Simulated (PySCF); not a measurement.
**Al (aluminium, neutral): PBE0 calculation**

Configuration: [Ne] 3s1 3p1 4s1, high-spin 4P determinant (an excited configuration). All numbers are calculated (PySCF 2.14, the spin-free X2C one-electron Hamiltonian (Gaussian nucleus), in x2c-TZVPPall with one added diffuse shell each of s, p, d type (6s6p4d1f, 51 functions)).

| Item | Value |
| --- | --- |
| Total energy | -242.4148 hartree |
| One-electron energy | -334.7690 hartree |
| Hartree (Coulomb) energy | 110.7585 hartree |
| Exchange-correlation energy | -18.4043 hartree |
| ⟨S²⟩ | 3.7500 |
| ⟨L²⟩ | 2.116 |
| Sum of ⟨r⟩ | 17.09 bohr |
| Sum of ⟨r²⟩ | 70.22 bohr² |
| Traceless quadrupole moment −½Σ⟨3z² − r²⟩ along its main axis | 1.14 e·bohr² |
| Langevin diamagnetic susceptibility | -55.6 ×10⁻⁶ cm³/mol |

```tsv
shell	electrons	mean orbital energy (hartree)	spread (hartree)	rms radius, mean of both spins (bohr)
1s α	1	-56.49588	0	0.139
1s β	1	-56.48645	0	0.139
2s α	1	-4.42420	0	0.682
2s β	1	-4.40779	0	0.682
2p α	3	-2.93457	0.00359	0.677
2p β	3	-2.92038	0.01465	0.677
3s α	1	-0.48577	0	2.53
3p α	1	-0.26913	0	3.12
4s α	1	-0.07652	0	7.10
```

The outer electron is Rydberg-like, and this basis confines it to a smaller radius and binds it less than a complete one would.

Densities and radii are taken from the X2C orbitals without a picture-change correction, which distorts them close to the nucleus.
